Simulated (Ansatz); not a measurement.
Ansatz (a first-principles code) input file for CdI, SMILES [Cd][I] (connectivity only; charge and spin as stated), neutral, multiplicity 2, PBE/def2-TZVPD. Coordinates come from a B3LYP-D3(BJ)/def2-TZVP optimisation. The multiplicity is an assumed one; other spin states were not compared. The def2 effective core potentials stand for the cores of Cd, I; spin–orbit coupling is left out.

Ansatz 0.2 input:
```yaml
crystal:
  periodic: [false, false, false]
  atoms:
    - {symbol: Cd, position_ang: [0.00000000, 0.00000000, -1.44620732]}
    - {symbol: I, position_ang: [0.00000000, 0.00000000, 1.30977267]}
basis:
  gaussian:
    orbitals: def2-TZVPD
hamiltonian:
  xc: {name: PBE}
magnetization: {spin_polarized: true, initial_magnetization: 1}
```

Log of the run:

```
WARN ansatz: RAYON_NUM_THREADS=1 ignored (pool sized by the plan → 1); use --threads N
Functional definition: PBE
integrals: 0.03 GiB planned
783 factors; their error is unknown
mean field: 0.30 GiB planned
mean field evaluation 1: about -12665.4511 eV, gradient 1.5e1 eV
mean field evaluation 2: about -12650.7841 eV, gradient 4.6e1 eV
mean field evaluation 4: about -12666.8210 eV, gradient 3.4e0 eV
mean field evaluation 8: about -12666.8889 eV, gradient 1.1e-1 eV
mean field evaluation 16: about -12666.8889 eV, gradient 1.1e-5 eV
mean field -12666.88891977 eV, -465.4995818758 hartree, gradient 9.9e-6 eV, S^2 0.752287; 3 other end points of the search recorded, 0 dependent functions left out
reference -12666.88896037 eV, -465.4995833681 hartree; 23, 22 occupied and 76, 77 virtual orbitals, 783 factors
Total energy: -12666.88896037 eV, -465.4995833681 hartree
```

The run converged.
